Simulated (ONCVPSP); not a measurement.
cobalt (Co): one change to an ONCV potential, before and after

```json
{
 "Element": "Co (Z = 27)",
 "Generator": "ONCVPSP 4.0.1",
 "Type": "optimised norm-conserving Vanderbilt (ONCV)",
 "Functional": "PBE",
 "Relativity": "scalar-relativistic",
 "Frozen core": "[Ne]",
 "Valence charge": "17",
 "Reference configuration": "3s2 3p6 3d7 4s1.5 (charge +0.5)",
 "Partial waves": "3s+4s: rc 1.00 bohr, ncon 4, nbas 7, qcut 10.6 1/bohr, 2 projectors; 3p: rc 0.85 bohr, ncon 4, nbas 7, qcut 8.2 1/bohr, 2 projectors, debl 1.3 Ha; 3d: rc 1.25 bohr, ncon 4, nbas 7, qcut 15.2 1/bohr, 1 projector",
 "Local potential": "polynomial inside 0.80 bohr (lpopt 2, dvloc0 6 Ha)",
 "Core correction": "Teter function, fcfact 3, rcfact 1.25"
}
```

In the p channel the program set the typed energies aside and used -2.567, 0.250 Ha.

Change: s: qcut 7.7; p: qcut 6; d: qcut 11.

Cutoffs: the cutoffs (Ha) at which the residual kinetic energy of the hardest occupied pseudo-wave falls to 1 and 0.1 mHa per electron; they do not see the model core or the augmentation charge, which bear on the density cutoff. Errors are all-electron minus pseudo energies relative to the spin-unpolarised reference configuration.

**Question.** What does the change do?

**Answer.** The potential gets neither clearly harder nor softer (73 Ha and 177 Ha → 106 Ha and 154 Ha); of the 4 tests that both files solve, the error grows in 2 and shrinks in 0 by more than 15 % and 0.3 meV (median size 0.3 → 0.5 meV); neither file shows a bound ghost.

| quantity | base | changed |
| --- | --- | --- |
| cutoff, loose | 73 Ha | 106 Ha |
| cutoff, tight | 177 Ha | 154 Ha |
| loose cutoff by channel | s 48 Ha, p 47 Ha, d 73 Ha | s 106 Ha, p 73 Ha, d 55 Ha |
| bound ghosts | none | none |
| GHOST(+) flags under 300 eV | none | none |
| error for 3s2 3p6 3d7 4s2, meV [ΔE -3.60 eV] | +0.4 | +0.4 |
| error for 3s2 3p6 3d7 4s1, meV [ΔE 5.43 eV] | -0.3 | -0.2 |
| error for 3s2 3p6 3d7 4s0, meV [ΔE 22.21 eV] | +0.1 | +0.6 |
| error for 3s2 3p6 3d6 4s2, meV [ΔE 11.58 eV] | +5.4 | +12 |
| s: phases at 1.01 bohr within 0.05 rad from the reference energy up to (Ha; the scan ends near 5) | to the end of the scan | to the end of the scan |
| p: phases at 0.86 bohr within 0.05 rad from the reference energy up to (Ha; the scan ends near 5) | to the end of the scan | to the end of the scan |
| d: phases at 1.27 bohr within 0.05 rad from the reference energy up to (Ha; the scan ends near 5) | 2.5 | 2.1 |
| rms error of d²Exc/dni dnj with the model core, mHa | 1.27 | 1.19 |
